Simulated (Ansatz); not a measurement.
**Counterpoise correction, worked out**

The pair of K⁺ (SMILES [K+], atom 1) and HCN (SMILES C#N, atoms 2–4), both closed shells, in one local arrangement (a lower one may exist), relaxed at PBE0-D4/def2-TZVP:

```xyz
4
angstrom
K -0.1288 -0.0381 -2.8793
C 0.0440 0.0127 0.9830
N -0.0069 -0.0012 -0.1587
H 0.0917 0.0266 2.0550
```

Ansatz 0.2.0; basis: def2-TZVPPD; cores frozen in the correlated methods. The outer core shell of Li, Na, Mg and K is correlated. The def2 sets are not built for correlating such inner shells, so the correlated values are less sure here.

CCSD(T) total energies in eV:

| system | geometry | basis functions | energy |
| --- | --- | --- | --- |
| pair | pair | all | -18843.33140 |
| K⁺ | as in the pair | all (partner as ghosts) | -16304.28054 |
| HCN | as in the pair | all (partner as ghosts) | -2538.24403 |
| K⁺ | as in the pair | its own | -16304.24723 |
| HCN | as in the pair | its own | -2538.23798 |
| K⁺ | free (PBE0-D4 minimum) | its own | -16304.24723 |
| HCN | free (PBE0-D4 minimum) | its own | -2538.24351 |

(1) Work out the interaction energy with and without the counterpoise correction, the superposition error, and the binding energy from the relaxed fragments.

T1 diagnostic: at most 0.015.

Results:

(1) Without correction: -18843.33140 − (-16304.24723) − (-2538.23798) = -0.84619 eV.
With correction (each fragment in the whole basis): -18843.33140 − (-16304.28054) − (-2538.24403) = -0.80683 eV = -18.61 kcal/mol.
The superposition error is the difference, 0.03936 eV, 5 % of the uncorrected value: each fragment borrows its partner's functions.
Deformation from the free shapes: 0.00000 eV for K⁺ and 0.00553 eV for HCN.
Binding energy from relaxed fragments: -0.80683 + 0.00000 + 0.00553 = -0.80130 eV = -18.48 kcal/mol (electronic, without zero-point energy; negative means bound). For comparison, the corrected interaction energy by CCSD(T) at an estimated basis limit (MP2 extrapolated from triple and quadruple zeta, plus CCSD(T) − MP2 in triple zeta) is -0.844 eV; triple zeta with the correction binds less.

For scale, one of the runs: CCSD(T)/def2-TZVPPD, 127 basis functions, launched by `ansatz run in.yaml --threads 2 --pin off --events-out ev --progress --plain --max-ram 5222MiB`. The run took 7 s on 2 CPU threads of an Arm Neoverse V1 (shared host), with 0.62 GiB of host memory at its peak.
